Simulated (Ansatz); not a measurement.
(X3Si)2Y: PBE-D4/def2-SVP single points in Ansatz on relaxed structures, gas phase. Binding counts from free atoms in the multiplicity of their measured ground term, without zero-point energy. The structures are stationary points that may keep the symmetry of their start.

```tsv
species	atoms	state	geometry	HOMO (eV)	LUMO (eV)	gap (eV)	binding per atom (eV)	point group (within 0.1 Å)
(H3Si)2S (Si2H6S)	9	singlet	PBE-D4/def2-TZVP	-6.24	-0.84	5.40	2.97	–
(H3Si)2CH2 (CH8Si2)	11	singlet	PBE-D4/def2-SVP	-7.51	-0.15	7.36	3.27	–
(H3Si)2NMe (CH9NSi2)	13	singlet	r2SCAN-D4/def2-SVP	-5.61	-0.39	5.22	3.41	Cs
[(OH)3Si]2NH (Si2NO6H7)	16	singlet	r2SCAN-D4/def2-SVP	-6.10	-0.13	5.97	4.36	–
```

(1) Estimate the rows for (H3Si)2O (Si2OH6) (singlet, r2SCAN-D4/def2-TZVP geometry); (H3Si)2NH (Si2NH7) (singlet, B3LYP-D4/def2-TZVP geometry).

(1) 
| species | atoms | state | geometry | HOMO (eV) | LUMO (eV) | gap (eV) | binding per atom (eV) | point group (within 0.1 Å) |
| --- | --- | --- | --- | --- | --- | --- | --- | --- |
| (H3Si)2O (Si2OH6) | 9 | singlet | r2SCAN-D4/def2-TZVP | -7.17 | -0.60 | 6.57 | 3.25 | – |
| (H3Si)2NH (Si2NH7) | 10 | singlet | B3LYP-D4/def2-TZVP | -5.99 | -0.42 | 5.57 | 3.15 | Cs |

The gap (eV) runs from 5.22 ((H3Si)2NMe) to 7.36 ((H3Si)2CH2).
